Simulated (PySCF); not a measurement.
Job for PySCF: D3(BJ) and D4 dispersion corrections on BH3O2 (SMILES OBO), a point of a torsion scan.

```python
from pyscf import gto
from pyscf.dispersion import dftd3, dftd4

mol = gto.M(
    atom='''
    O    -1.26081711   -0.22849429   -0.38687545
    B    -0.17367854    0.50699946   -0.10484345
    O     0.66966830    0.09955530    0.87492272
    H    -1.62002328   -0.72703283    0.34742351
    H     0.07853577    1.39430903   -0.83747904
    H     1.46022728    0.61771121    1.00728215
    ''',
    basis='def2-svp',
    charge=0, spin=0, verbose=0, max_memory=1800)
d3, d4 = {}, {}
for xc in ['hf', 'pbe', 'blyp', 'revpbe', 'tpss', 'r2scan', 'b3lyp', 'pbe0', 'bhlyp', 'camb3lyp', 'b2plyp']:
    d3[xc] = float(dftd3.DFTD3Dispersion(mol, xc=xc, version='d3bj', atm=False).get_dispersion()['energy'])
    print(f'D3(BJ) {xc:10s} {d3[xc]:14.8f} Eh')
for xc in ['hf', 'pbe', 'blyp', 'revpbe', 'tpss', 'r2scan', 'b3lyp', 'pbe0', 'bhlyp', 'camb3lyp', 'b2plyp']:
    d4[xc] = float(dftd4.DFTD4Dispersion(mol, xc={'camb3lyp': 'cam-b3lyp'}.get(xc, xc), atm=True).get_dispersion()['energy'])
    print(f'D4     {xc:10s} {d4[xc]:14.8f} Eh')
```

It printed:

```
D3(BJ) hf            -0.02129745 Eh
D3(BJ) pbe           -0.00219428 Eh
D3(BJ) blyp          -0.00460031 Eh
D3(BJ) revpbe        -0.00594642 Eh
D3(BJ) tpss          -0.00268215 Eh
D3(BJ) r2scan        -0.00055634 Eh
D3(BJ) b3lyp         -0.00371938 Eh
D3(BJ) pbe0          -0.00180247 Eh
D3(BJ) bhlyp         -0.00281050 Eh
D3(BJ) camb3lyp      -0.00151176 Eh
D3(BJ) b2plyp        -0.00163390 Eh
D4     hf            -0.00859684 Eh
D4     pbe           -0.00201024 Eh
D4     blyp          -0.00469610 Eh
D4     revpbe        -0.00774874 Eh
D4     tpss          -0.00273638 Eh
D4     r2scan        -0.00046905 Eh
D4     b3lyp         -0.00324010 Eh
D4     pbe0          -0.00164242 Eh
D4     bhlyp         -0.00215800 Eh
D4     camb3lyp      -0.00161405 Eh
D4     b2plyp        -0.00138408 Eh
```

The run finished.

Cost: about 0.010 core-seconds (a rough figure).
